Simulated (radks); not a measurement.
The ytterbium ion Yb+, configuration [Xe] 4f14 7d1 (not the ground configuration). All-electron calculation, scalar-relativistic Kohn-Sham, SCAN, spin-polarised, spherical densities, finite nucleus; open shells are filled with parallel spins first (spin-orbit coupling, left out, can overturn this in heavy ions); meta-GGA in the generalised Kohn-Sham scheme; Fermi nuclear charge, rms radius 5.3108 fm. Program: a radial shooting solver on a logarithmic mesh with Libxc functionals.

Normalised radial functions P(r) = r R(r), r in bohr:

r	5p up
0.001438	0.0023
0.002419	0.0056
0.004069	0.0133
0.0069	0.0312
0.01161	0.0684
0.01952	0.1337
0.03283	0.2085
0.05567	0.1893
0.09364	-0.0667
0.1575	-0.3173
0.2649	0.0905
0.4492	0.4509
0.7556	-0.4045
1.271	-0.9518
2.138	-0.4917
3.625	-0.0686
6.097	-0.0017
10.25	0.0000
17.25	0.0000
29.25	0.0000

5p up: eigenvalue -39.930 eV, 3 radial nodes at r = 0.0847, 0.247, 0.623 bohr, <r> = 1.44 bohr, 90 % of the charge inside 2.13 bohr.
